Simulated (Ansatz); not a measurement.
Geometry optimisation, RKS PBE0/6-31G in Ansatz.

Input file:

```yaml
crystal:
  periodic: [false, false, false]
  atoms:
    - { symbol: C, position_ang: [-1.8462, -0.0844, 0.571] }
    - { symbol: B, position_ang: [-0.3732, 0.0968, 0.1529] }
    - { symbol: B, position_ang: [1.0125, 0.8409, 0.8121] }
    - { symbol: "N", position_ang: [2.016, 0.3771, -0.3447] }
    - { symbol: Si, position_ang: [0.7256, -0.4862, -1.2807] }
    - { symbol: H, position_ang: [-2.3502, 0.9851, 0.632] }
    - { symbol: H, position_ang: [-1.9434, -0.5505, 1.5437] }
    - { symbol: H, position_ang: [-2.3926, -0.6146, -0.217] }
    - { symbol: H, position_ang: [1.2496, 1.4598, 1.8631] }
    - { symbol: H, position_ang: [2.593, -0.3535, 0.0709] }
    - { symbol: H, position_ang: [0.4202, 0.1989, -2.5134] }
    - { symbol: H, position_ang: [0.9656, -1.9247, -1.2559] }
basis:
  gaussian: { orbitals: "6-31G" }
hamiltonian:
  xc: pbe0
relax:
  f_tol: 0.015
  max_steps: 40
```

Run as:

```bash
$ ansatz run input.yaml --threads 1 --pin off --max-ram 2048MiB --backend cpu --events-out ev --progress --plain --runs-dir out
```

Question: Where does it end, and by what steps?

Answer: The forces met the threshold. The force dipped under the threshold on the way, but the program's further checks kept it going. Limits of this set-up: no polarisation functions. After 24 steps the energy has fallen by 2.224 eV; H10 moved furthest, 0.81 Å.

```
step  energy less start (eV)  largest force component (eV/Å)  accepted
   0                  0.0000                           3.545       yes
   1                 -1.1367                           2.919       yes
   2                 -1.7410                           3.346       yes
   3                 -1.9655                           2.390       yes
   4                 -2.0984                           2.204       yes
   5                 -2.1046                           1.103       yes
   6                 -2.0780                           1.131        no
   7                 -2.1969                           0.343       yes
   8                 -2.2117                           0.150       yes
   9                 -2.2179                           0.058       yes
  10                 -2.2197                           0.090       yes
  11                 -2.2208                           0.057       yes
  12                 -2.2210                           0.052       yes
  13                 -2.2221                           0.032       yes
  14                 -2.2226                           0.084       yes
  15                 -2.2231                           0.060       yes
  16                 -2.2236                           0.040       yes
  17                 -2.2240                           0.035       yes
  18                 -2.2241                           0.033       yes
  19                 -2.2239                           0.112        no
  20                 -2.2243                           0.008       yes
  21                 -2.2244                           0.008       yes
  22                 -2.2244                           0.012       yes
  23                 -2.2244                           0.019        no
  24                 -2.2244                           0.004       yes
```

```xyz
12
Properties=species:S:1:pos:R:3
C -2.000 0.053 0.600
B -0.494 0.120 0.230
B 0.997 0.758 0.836
N 1.887 0.236 -0.138
Si 0.728 -0.680 -1.246
H -2.328 0.868 1.255
H -2.133 -0.883 1.175
H -2.678 -0.025 -0.257
H 1.349 1.438 1.761
H 2.891 0.361 -0.178
H 0.774 -0.152 -2.665
H 1.085 -2.149 -1.340
```

Time of the run: 98 s on 1 thread of Arm Neoverse V1, on a shared host, peak memory 0.16 GiB.
